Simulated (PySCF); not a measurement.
**Nuclear quadrupole coupling in `C[C@@H]1N[Si@@H](N[SiH3])O[SiH2]1`**

C2H12N2OSi3.
Z-matrix (Å and degrees, GFN2-xTB geometry), rows numbered from 1:
```
C 
C   1  1.5289
N   2  1.4549  1  111.67
Si  3  1.7129  2  116.43  1   -96.55
N   4  1.7191  3  108.61  2  -141.37
Si  5  1.7262  4  125.14  3   175.18
O   4  1.6487  3   98.83  2   -22.12
Si  7  1.6222  4  117.08  3     7.61
H   1  1.0876  2  110.28  3  -178.48
H   1  1.0909  2  110.87  3   -58.30
H   1  1.0884  2  110.02  3    61.47
H   2  1.0980  1  108.00  3   118.40
H   3  1.0081  2  113.51  1    52.98
H   4  1.4581  3  120.55  2    90.78
H   5  1.0067  4  115.01  3    18.39
H   6  1.4660  5  104.65  4   174.42
H   6  1.4620  5  106.61  4    55.73
H   6  1.4666  5  113.79  4   -65.60
H   8  1.4580  2  112.28  1    -9.41
H   8  1.4593  2  112.74  1  -141.81
```

Field gradients from the PBE0/pcSseg-1 density (PySCF, non-relativistic), principal values in atomic units, ordered |Vxx| ≤ |Vyy| ≤ |Vzz|:

| atom | Vxx | Vyy | Vzz |
| --- | --- | --- | --- |
| N3 | 0.2634 | 0.7422 | -1.0056 |
| N5 | 0.1471 | 0.5378 | -0.6849 |
| O7 | -0.2268 | -0.6170 | 0.8438 |

Task: Find the asymmetry η = (Vxx − Vyy)/Vzz and the couplings χ = eQV/h (234.96 MHz × Q in barn × V in au), with Q(14N) = 0.02044 b, Q(17O) = −0.0256 b.

Result: 
| atom | environment | nucleus | η | χzz (MHz) | χxx (MHz) | χyy (MHz) |
| --- | --- | --- | --- | --- | --- | --- |
| N3 | silicon-bound nitrogen | 14N | 0.48 | -4.830 | 1.265 | 3.565 |
| N5 | nitrogen bridging silicon atoms | 14N | 0.57 | -3.290 | 0.707 | 2.583 |
| O7 | siloxane oxygen | 17O | 0.46 | -5.08 | 1.36 | 3.71 |

Task: What is Vzz at N3 in SI units (1 au = 9.71736 × 10²¹ V/m²)?

Result: -1.0056 au = -9.772 × 10²¹ V/m².

Task: What couplings would deuterons (Q(2H) = 0.00286 b) have in place of the hydrogens, at this geometry?

Result: 
```
atom  bonded to  bond length (Å)  Vzz (au)     η  χzz (kHz)
  H9         C1            1.088    0.3155  0.02        212
 H10         C1            1.091    0.3101  0.02        208
 H11         C1            1.088    0.3121  0.03        210
 H12         C2            1.098    0.2946  0.05        198
 H13         N3            1.008    0.4248  0.17        285
 H14        Si4            1.458    0.1625  0.03        109
 H15         N5            1.007    0.4342  0.13        292
 H16        Si6            1.466    0.1594  0.04        107
 H17        Si6            1.462    0.1623  0.04        109
 H18        Si6            1.467    0.1575  0.02        106
 H19        Si8            1.458    0.1636  0.00        110
 H20        Si8            1.459    0.1627  0.01        109
```

The structure is a single GFN2-xTB conformer in the gas phase; no vibrational or solvent corrections. GFN2-xTB bond lengths can be off by several hundredths of an ångström, more for odd bonds, and the gradients follow them. With a basis this small, the couplings can be 20 % off.
